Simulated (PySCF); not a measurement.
GaCl: script and output

File input.py (PySCF 2.14):

```python
from pyscf import gto, scf, mp

mol = gto.M(
    atom='Ga 0 0 0; Cl 0 0 2.284',
    basis='sbkjc',
    ecp={'Ga': 'sbkjc', 'Cl': 'sbkjc'},
    charge=0,
    spin=0,
    verbose=4,
)
mf = scf.RHF(mol)
field = -0.01  # electric field along z, atomic units
h = mf.get_hcore() + field*mol.intor('int1e_r')[2]
mf.get_hcore = lambda *args: h
e_nuc = mol.energy_nuc() - field*mol.atom_charges() @ mol.atom_coords()[:, 2]
mf.energy_nuc = lambda *args: e_nuc
mf.kernel()
mp.MP2(mf, frozen=4).kernel()
mf.dip_moment()
print('orbital energies (hartree):', mf.mo_energy[..., max(0, mol.nelec[1]-3):mol.nelec[0]+3].round(4))
```

```bash
$ python input.py
```

It prints (some set-up lines and the per-cycle HOMO/LUMO lines with their warnings removed):

```
PySCF version 2.14.0

[INPUT] Symbol           X                Y                Z      unit          X                Y                Z       unit  Magmom
[INPUT]  1 Ga     0.000000000000   0.000000000000   0.000000000000 AA    0.000000000000   0.000000000000   0.000000000000 Bohr   0.0
[INPUT]  2 Cl     0.000000000000   0.000000000000   2.284000000000 AA    0.000000000000   0.000000000000   4.316134468507 Bohr   0.0

nuclear repulsion = 34.0582530670928
number of shells = 15
number of NR pGTOs = 78
number of NR cGTOs = 39
basis = sbkjc
ecp = {'Ga': 'sbkjc', 'Cl': 'sbkjc'}

******** <class 'pyscf.scf.hf.RHF'> ********
method = RHF
initial guess = minao
damping factor = 0
level_shift factor = 0
DIIS = <class 'pyscf.scf.diis.CDIIS'>
SCF conv_tol = 1e-09
SCF max_cycles = 50
Initial guess from minao.
init E= -262.051093711285
cycle= 1 E= -240.709931726131  delta_E= 21.3  |g|= 14.6  |ddm|= 9.14
cycle= 2 E= -235.69728004868  delta_E= 5.01  |g|= 14.5  |ddm|= 13.5
cycle= 3 E= -270.551215169504  delta_E= -34.9  |g|= 3.41  |ddm|=  9.6
cycle= 4 E= -267.746321499016  delta_E=  2.8  |g|= 3.23  |ddm|= 3.85
cycle= 5 E= -271.797741450425  delta_E= -4.05  |g|= 1.04  |ddm|= 2.87
cycle= 6 E= -271.927803016184  delta_E= -0.13  |g|= 0.0409  |ddm|= 0.814
cycle= 7 E= -271.92917685871  delta_E= -0.00137  |g|= 0.0161  |ddm|= 0.13
cycle= 8 E= -271.929326408384  delta_E= -0.00015  |g|= 0.00298  |ddm|= 0.0409
cycle= 9 E= -271.929334579859  delta_E= -8.17e-06  |g|= 0.00076  |ddm|= 0.0098
cycle= 10 E= -271.929335013964  delta_E= -4.34e-07  |g|= 0.000102  |ddm|= 0.00185
cycle= 11 E= -271.929335022937  delta_E= -8.97e-09  |g|= 1.18e-05  |ddm|= 0.000285
cycle= 12 E= -271.929335023023  delta_E= -8.62e-11  |g|= 1.63e-06  |ddm|= 2.82e-05
Extra cycle  E= -271.929335023024  delta_E= -1.53e-12  |g|= 6.84e-07  |ddm|= 2.5e-06
converged SCF energy = -271.929335023024

******** <class 'pyscf.mp.mp2.RMP2'> ********
nocc = 10, nmo = 35
frozen orbitals 4
E(RMP2) = -272.198233743158  E_corr = -0.268898720133257
E(SCS-RMP2) = -272.178720170991  E_corr = -0.249385147966737
E_corr(same-spin) = -0.0845692109921215
E_corr(oppo-spin) = -0.184329509141136
Dipole moment(X, Y, Z, Debye):  0.00000,  0.00000, -5.25533
orbital energies (hartree): [-0.4576 -0.4576 -0.372   0.0298  0.0298  0.1168]
```

In short: E(SCF) = -271.929335 Eh, 12 cycles, E(MP2) − E(SCF) = -0.26890 Eh, μz(SCF) = -5.26 D.

Wall time 0.78 s on one thread of a shared host.

Stability towards an unrestricted solution was not tested. The bond length is a typed value, not an optimised one.
